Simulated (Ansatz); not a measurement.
Breaking the Ca1–O2 bond in CaO (multiplicity 1 held). Energies count from the point at 1.824 Å.


Restricted levels (R-, RO-) in cc, def2 and unpolarised 6-31G sets keep to the state of the molecule at rest. U- levels take the lowest unrestricted solution at each point, which mixes spins at long bonds. Left out are points that failed, MP2 points that dive below the minimum, coupled-cluster points behind a jump of the amplitudes or a sharp parting from full CI or MRCI, small-basis points behind a change of solution, and semi-empirical points at long bonds. Curves can end on different states.

Frozen-core correlation.

Codes used: Ansatz (a program for electronic structure). Values without a source in brackets are computed.

Energies in kcal/mol.

```tsv
R (Å)	U-PBE/def2-TZVPPD	U-r2SCAN/def2-TZVPPD	U-B3LYP/def2-TZVPPD	U-wB97X-V/def2-TZVPPD	R-SCS-MP2/def2-TZVPPD	U-SCS-MP2/def2-TZVPPD
1.459	63.1	62.4	64.2	60.1	79.7	49.4
1.641	12.3	11.4	12.4	10.5	19.3	32.9
1.824	0.0	0.0	0.0	0.0	0.0	0.0
2.006	6.7	7.9	7.2	9.3	0.8	-8.5
2.189	21.5	22.8	20.6	19.8	8.1	-11.1
2.462	44.4	38.7	33.6	30.8	32.8	left out
2.736	59.4	53.6	47.9	45.5	70.4	10.6
3.192	80.5	76.3	69.9	68.9	111.2	32.8
3.648	95.8	93.5	85.6	87.8	132.7	78.5
4.195	106.5	105.2	95.8	103.6	144.6	91.5
4.924	113.5	112.5	102.3	111.9	149.7	82.0
5.836	117.3	116.2	105.9	114.1	150.9	81.8
7.295	119.7	118.3	108.1	114.2	151.1	81.7
```

Doubts at one or more of the structures used: a spin-contaminated determinant (U-PBE/def2-TZVPPD, U-r2SCAN/def2-TZVPPD, U-B3LYP/def2-TZVPPD, U-wB97X-V/def2-TZVPPD, U-SCS-MP2/def2-TZVPPD); a restricted determinant that unrestricted orbitals would lower (R-SCS-MP2/def2-TZVPPD).
